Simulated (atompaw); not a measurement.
## Au: one change to a PAW (atompaw) potential, before and after

gold (Au), PAW, made with atompaw 4.2.0.5 (LDA (PW92), scalar-relativistic). Core [Kr] 4d10 4f14 5s2, reference 5p6 5d10 6s1 6p0. Waves: 6s (bound): rc 2.25 bohr; 6s channel at 2.95 Ry: rc 2.25 bohr; 5p (bound): rc 1.85 bohr; 6p (bound, empty): rc 1.75 bohr; 5d (bound): rc 2.15 bohr; 5d channel at 1.1 Ry: rc 2.15 bohr. Local part: troulliermartins scheme with l = 3 at 1 Ry, radius 2.10 bohr. Core correction: smooth core density matched at 1.40 bohr. Augmentation charge: sinc compensation charge, radius 1.90 bohr; PAW radius 2.25 bohr; waves and projectors: modrrkj vanderbiltortho.

All-electron outer shells of the reference configuration (LDA (PW92), scalar-relativistic, ld1.x):

```json
{"shell": "5s", "level (eV)": "-108.78", "outermost node (bohr)": "0.48", "outermost maximum (bohr)": "0.84"}
{"shell": "4f", "level (eV)": "-81.58", "outermost node (bohr)": "–", "outermost maximum (bohr)": "0.37"}
{"shell": "5p", "level (eV)": "-60.06", "outermost node (bohr)": "0.52", "outermost maximum (bohr)": "0.96"}
{"shell": "5d", "level (eV)": "-7.12", "outermost node (bohr)": "0.56", "outermost maximum (bohr)": "1.21"}
{"shell": "6s", "level (eV)": "-6.08", "outermost node (bohr)": "1.11", "outermost maximum (bohr)": "2.32"}
{"shell": "6p", "level (eV)": "-0.88", "outermost node (bohr)": "1.32", "outermost maximum (bohr)": "3.51"}
```

Change: all radii scaled by about 0.90 (s 2.02, p 1.66, d 1.92 bohr); local potential troulliermartins scheme with l = 3 at 1 Ry, radius 1.88 bohr; augmentation sinc compensation charge, radius 1.70 bohr; PAW radius 2.02 bohr; waves and projectors: modrrkj vanderbiltortho; core correction smooth core density matched at 1.26 bohr.

Cutoffs: the cutoffs (Ry, on a coarse ladder) from which the occupation-weighted sum of valence levels, in a spherical-Bessel basis at the reference potential, stays within 10 and 1 mRy of its value at 400 Ry; they do not see the model core or the augmentation charge, which bear on the density cutoff.

What does the change do?

The potential gets harder (35 Ry and 55 Ry → 40 Ry and 70 Ry); both files keep a bound ghost (s). A smaller radius makes the pseudo-wave follow the all-electron one further in, where it bends more sharply, so more plane waves are needed.

```tsv
quantity	base	changed
cutoff, loose	35 Ry	40 Ry
cutoff, tight	55 Ry	70 Ry
loose cutoff by channel (10 mRy a level)	s 6 Ry, p 18 Ry, d 18 Ry	s 8 Ry, p 25 Ry, d 21 Ry
bound ghosts	s	s
lowest overlap eigenvalue by channel	s 0.04, p 0.99, d 1.00	s 0.01, p 0.81, d 1.00
```

 A true bound ghost makes a file unfit for plane-wave use even where its test errors are small: the radial tests pick states by their node count and pass the ghost by. The cutoffs see the waves, projectors and local potential, not the compensation charge or the core.
